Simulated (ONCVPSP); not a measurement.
**Pseudopotential generation for sulfur: ONCV, PBE, scalar-relativistic.**

Input for ONCVPSP 4.0.1:

```
# ATOM AND REFERENCE CONFIGURATION
# atsym  z   nc   nv     iexc    psfile
  S 16.00    3    2        4      upf
#
#   n    l    f
    1    0    2.00
    2    0    2.00
    2    1    6.00
    3    0    2.00
    3    1    2.50
#
# PSEUDOPOTENTIAL AND OPTIMIZATION
# lmax
    2
#
#   l,   rc,      ep,       ncon, nbas, qcut
    0    1.05    0.00    4    9    5.40
    1    1.65    0.00    5    9    4.20
    2    1.55    0.02    3    6    6.90
#
# LOCAL POTENTIAL
# lloc, lpopt,  rc(5),   dvloc0
    0    5    1.05    0.00
#
# VANDERBILT-KLEINMAN-BYLANDER PROJECTORs
# l, nproj, debl
    0    0    2.20
    1    3    3.50
    2    2    1.20
#
# MODEL CORE CHARGE
# icmod, fcfact, rcfact
    3    1.50    1.30
#
# LOG DERIVATIVE ANALYSIS
# epsh1, epsh2, depsh
   -3.00    5.00    0.02
#
# OUTPUT GRID
# rlmax, drl
    6.00    0.01
#
# TEST CONFIGURATIONS
# ncnf
    4
# nvcnf
#   n    l    f
    2
    3    0    2.00
    3    1    4.00
#
    2
    3    0    2.00
    3    1    3.00
#
    2
    3    0    2.00
    3    1    2.00
#
    2
    3    0    2.00
    3    1    0.00
#
```

Command:

```bash
oncvpsp.x < S.dat > S.out
```

Output (shortened: citation, most of the input echo, consistency checks and plot data are left out):

```
ONCVPSP  (Optimized Norm-Conservinng Vanderbilt PSeudopotential)
scalar-relativistic version 4.0.1

#   n    l    f        energy (Ha)
    1    0    2.00    -8.9112232E+01
    2    0    2.00    -8.4590950E+00
    2    1    6.00    -6.4321493E+00
    3    0    2.00    -1.2260195E+00
    3    1    2.50    -8.1707280E-01

Reference configufation results
  iterations    21
  all-electron total energy (Ha)   -3.98255343D+02

Begin loop to  construct optimized pseudo wave functions
and semi-local pseudopoentials for all angular momenta

Calculating optimized projector #   1

 for l=   0

    Fraction of norm inside rc  0.152718
    Optimizing pswf for qcut=   5.40 a_B^-1,  ecut=  14.59 Ha

optimize: ERROR ps0norm > uunorm, code will stop
```

The run stopped because the continuity conditions at rc already need more norm inside rc than the all-electron wave has, so norm conservation cannot be met.

The run took about 0.27 s on one core of a shared server CPU.
